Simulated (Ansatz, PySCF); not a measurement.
Dimer: C2H2 (SMILES C#C) (first 4 atoms) with CH4O (SMILES CO); geometry from B3LYP-D3(BJ)/def2-TZVP.
(charge 0, multiplicity 1):
| atom | x (Å) | y (Å) | z (Å) |
|---|---|---|---|
| C | 0.3410 | 0.3800 | 0.1368 |
| C | -0.4015 | -0.5376 | 0.3383 |
| H | 0.9974 | 1.1948 | -0.0518 |
| H | -1.0568 | -1.3544 | 0.5228 |
| C | 0.0197 | 0.2876 | 4.0555 |
| O | 0.7803 | -0.6965 | 3.3744 |
| H | 0.4452 | 1.2916 | 3.9425 |
| H | 0.0325 | 0.0280 | 5.1136 |
| H | -1.0229 | 0.3121 | 3.7184 |
| H | 0.7440 | -0.5069 | 2.4290 |

Basis-set superposition error: the interaction energy with monomers in their own basis, and in the dimer's basis (counterpoise).

Programs: Ansatz (Gaussian basis) for Hartree–Fock, density functionals and correlated methods; PySCF for 6-31G* rows. 

```csv
level,uncorrected (kcal/mol),counterpoise (kcal/mol),difference
HF/6-31G*,-1.91,-0.85,1.06
BLYP/def2-TZVPPD,-1.16,-1.07,0.09
r2SCAN/def2-TZVPPD,-2.84,-2.79,0.05
B97M-V/def2-TZVPPD,-2.97,-2.88,0.09
B3LYP/6-31G*,-3.13,-1.81,1.32
PBE0/def2-TZVPPD,-2.35,-2.29,0.06
CAM-B3LYP/def2-TZVPPD,-2.19,-2.12,0.07
MP2/6-31G*,-3.49,-1.68,1.81
SCS-MP2/aug-cc-pVDZ,-2.91,-1.80,1.12
CCSD/aug-cc-pVDZ,-2.87,-1.86,1.01
```

The error is largest for MP2/6-31G* (1.81 kcal/mol) and smallest for r2SCAN/def2-TZVPPD (0.05 kcal/mol).

Ansatz is an electronic-structure program.
